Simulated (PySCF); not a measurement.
Two-component Hartree-Fock for Al⁺ (aluminium, charge +1)

Start: [Ne] 3s1 3p1; 3s1/2 filled at m_j = +1/2; 3p3/2 filled at m_j = +3/2. Calculated with PySCF 2.14 in x2c-SVPall-2c with one added diffuse shell each of s, p type (5s5p1d, 25 functions): generalised Hartree-Fock with the X2C-1e Hamiltonian and a Gaussian nucleus; one run each with spin-orbit coupling (SO) switched off, then screened by Boettger's factors. This is a chosen level, not necessarily the ground level.

```json
{"spinor shell": "1s1/2", "electrons": "2", "ε, spin-free (eV)": "-1604.0", "ε, screened SO (eV)": "-1604.0", "weight of nominal j (screened SO)": "1.000", "rms radius, screened SO (bohr)": "0.139"}
{"spinor shell": "2s1/2", "electrons": "2", "ε, spin-free (eV)": "-143.52", "ε, screened SO (eV)": "-143.53", "weight of nominal j (screened SO)": "1.000", "rms radius, screened SO (bohr)": "0.677"}
{"spinor shell": "2p3/2", "electrons": "4", "ε, spin-free (eV)": "-97.185", "ε, screened SO (eV)": "-97.040", "weight of nominal j (screened SO)": "0.933", "rms radius, screened SO (bohr)": "0.673"}
{"spinor shell": "2p1/2", "electrons": "2", "ε, spin-free (eV)": "-97.185", "ε, screened SO (eV)": "-97.494", "weight of nominal j (screened SO)": "0.865", "rms radius, screened SO (bohr)": "0.673"}
{"spinor shell": "3s1/2", "electrons": "1", "ε, spin-free (eV)": "-20.569", "ε, screened SO (eV)": "-20.571", "weight of nominal j (screened SO)": "0.999", "rms radius, screened SO (bohr)": "2.56"}
{"spinor shell": "3p3/2", "electrons": "1", "ε, spin-free (eV)": "-14.008", "ε, screened SO (eV)": "-13.999", "weight of nominal j (screened SO)": "1.000", "rms radius, screened SO (bohr)": "3.11"}
```

```csv
quantity,spin-free,screened SO
E (hartree),-241.88277,-241.88255
M_J,2,2
⟨J²⟩,6.004,6.004
⟨L²⟩,2.004,2.004
⟨S²⟩,2.000,2.000
```

Each row is a mean over spinors that exchange with the open shell spreads, by up to 0.977 eV (2p3/2).

Rows whose weight is well below 1 are mixtures of j = l ± 1/2: exchange outweighs spin-orbit coupling there, and the label is only the starting occupation.

Without spin-orbit coupling the j labels of p, d and f shells carry no meaning; the spin-free column gives the mean over the occupied spinors of each nl shell.
